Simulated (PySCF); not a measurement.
**State search for WBr**

Unrestricted PBE0; basis W def2-TZVPP with ECP60, Br def2-TZVPP; scalar-relativistic core potentials; PySCF 2.14. Outer shells of the fragments: W 5d4 6s2; Br 3d10 4s2 4p5.

Followed along the bond (rough minima from three points):

```json
{"2Ms+1": "6", "unpaired": "σ ↑, π ↑↑, δ ↑↑", "⟨S²⟩ at the start": "8.76", "R at minimum (Å)": "2.43", "Te (eV)": "0.00"}
{"2Ms+1": "6", "unpaired": "σ ↑↑, π ↑, δ ↑↑", "⟨S²⟩ at the start": "8.77", "R at minimum (Å)": "2.49", "Te (eV)": "1.04"}
{"2Ms+1": "4", "unpaired": "π ↑, δ ↑↑", "⟨S²⟩ at the start": "3.95", "R at minimum (Å)": "2.35", "Te (eV)": "1.18"}
{"2Ms+1": "4", "unpaired": "π ↑↑, δ ↑", "⟨S²⟩ at the start": "3.76", "R at minimum (Å)": "2.39", "Te (eV)": "1.30"}
{"2Ms+1": "4", "unpaired": "σ ↑, π ↑↓, δ ↑↑", "⟨S²⟩ at the start": "4.76", "R at minimum (Å)": "2.41", "Te (eV)": "1.32"}
{"2Ms+1": "2", "unpaired": "π ↑↓, δ ↑", "⟨S²⟩ at the start": "2.58", "R at minimum (Å)": "2.40", "Te (eV)": "1.46"}
```

Solutions found at the starting distance of 2.400 Å, counted from the lowest of them; the search is not exhaustive and high or unbound solutions are not listed, so other states can lie among these:

```json
{"2Ms+1": "6", "unpaired": "σ ↑, π ↑↑, δ ↑↑", "term": "⁶Σ⁺", "E (eV)": "0.00", "⟨S²⟩": "8.76", "⟨Lz²⟩": "0.00", "μ (D)": "-3.28"}
{"2Ms+1": "6", "unpaired": "σ ↑↑, π ↑, δ ↑↑", "term": "⁶Π", "E (eV)": "1.08", "⟨S²⟩": "8.77", "⟨Lz²⟩": "1.00", "μ (D)": "-0.76"}
{"2Ms+1": "4", "unpaired": "π ↑, δ ↑↑", "term": "mixed", "E (eV)": "1.19", "⟨S²⟩": "3.95", "⟨Lz²⟩": "1.27", "μ (D)": "-1.51"}
{"2Ms+1": "4", "unpaired": "π ↑↑, δ ↑", "term": "⁴Δ", "E (eV)": "1.30", "⟨S²⟩": "3.76", "⟨Lz²⟩": "4.00", "μ (D)": "-2.58"}
{"2Ms+1": "4", "unpaired": "σ ↑, π ↑↓, δ ↑↑", "term": "mixed", "E (eV)": "1.32", "⟨S²⟩": "4.76", "⟨Lz²⟩": "2.05", "μ (D)": "-3.23"}
{"2Ms+1": "2", "unpaired": "π ↑↓, δ ↑", "term": "mixed", "E (eV)": "1.45", "⟨S²⟩": "2.58", "⟨Lz²⟩": "6.50", "μ (D)": "-2.72"}
{"2Ms+1": "4", "unpaired": "σ ↓, π ↑↑, δ ↑↑", "term": "mixed", "E (eV)": "1.78", "⟨S²⟩": "4.76", "⟨Lz²⟩": "0.00", "μ (D)": "-3.09"}
{"2Ms+1": "6", "unpaired": "σ ↑↑, π ↑↑, δ ↑", "term": "⁶Δ", "E (eV)": "1.80", "⟨S²⟩": "8.75", "⟨Lz²⟩": "4.00", "μ (D)": "-1.32"}
{"2Ms+1": "2", "unpaired": "π ↓, δ ↑↑", "term": "mixed", "E (eV)": "1.92", "⟨S²⟩": "2.14", "⟨Lz²⟩": "1.02", "μ (D)": "-0.73"}
{"2Ms+1": "4", "unpaired": "σ ↑, π ↑, δ ↑", "term": "mixed", "E (eV)": "1.96", "⟨S²⟩": "4.64", "⟨Lz²⟩": "6.10", "μ (D)": "-0.65"}
```

A term symbol is given only where ⟨S²⟩ and ⟨Lz²⟩ are close to those of a pure state; real π, δ and φ orbitals otherwise mix terms. A positive dipole means W(−)Br(+).

Spin–orbit coupling is left out. With d or f electrons several states lie close, and the lowest PBE0 determinant need not be the measured ground state.
